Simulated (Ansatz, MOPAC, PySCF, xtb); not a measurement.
Pair of molecules: HCl (SMILES Cl) (first 2 atoms) with AsH3 (SMILES [AsH3]); geometry from B3LYP-D3(BJ)/def2-TZVP, rigid monomers moved along the line of their centres of mass till H2···As3 is 2.65 Å.
(charge 0, multiplicity 1):
```tsv
atom	x (Å)	y (Å)	z (Å)
Cl	1.2079	0.5304	0.6571
H	0.7276	0.2800	1.8236
As	-0.2506	-0.2320	4.2292
H	-0.8242	0.8183	3.2823
H	-0.1504	-1.2673	3.1125
H	1.1778	0.2489	3.9896
```

Interaction energies are E(AB) − E(A) − E(B) at the monomers' geometry in the complex; basis-set methods are counterpoise corrected. Rows marked so take none.

Rows in STO-3G carry no dispersion term and start afresh at each structure; the Pople sets are all-electron and without relativity. The state that PM6 reach isn't checked.

Programs: Ansatz (a first-principles code) with Gaussian orbitals; MOPAC for PM6 (differences of heats of formation); PySCF for STO-3G rows, the dispersion terms; xtb for the GFN methods. Each number belongs to the level named beside it.

Question: One of these levels gives 2.47 kcal/mol for the interaction energy. Which?
A. PBE0-D4/def2-TZVPPD
B. PM6
C. GFN-FF
D. HF/STO-3G (no counterpoise)

Answer: D, HF/STO-3G (no counterpoise). The others give -0.16 (GFN-FF), 0.86 (PM6), -1.46 (PBE0-D4/def2-TZVPPD)
